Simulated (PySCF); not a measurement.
VH₃ (triplet). All numbers come from UPBE0/[V def2-TZVP, H def2-TZVP], no relativity, density fitting, PySCF.

Harmonic bands of its minimum:

```json
{"ω (cm⁻¹)": "78", "IR (km/mol, summed over degenerate members)": "510", "degeneracy": "1"}
{"ω (cm⁻¹)": "698", "IR (km/mol, summed over degenerate members)": "141", "degeneracy": "2"}
{"ω (cm⁻¹)": "1710", "IR (km/mol, summed over degenerate members)": "977", "degeneracy": "2"}
{"ω (cm⁻¹)": "1757", "IR (km/mol, summed over degenerate members)": "0.0", "degeneracy": "1"}
```

Q: The central atom is V. Infer the point group and assign the bands.

A: D3h. The modes span a2'' + 2e' + a1': 78 a2'', 698 e', 1710 e', 1757 a1'. The computed geometry has V–H 1.673 Å (×3); H–V–H 120.0° (×3).

Only a few start shapes were tried, so a lower isomer may exist. With open d or f shells other occupations or spin states may lie lower.
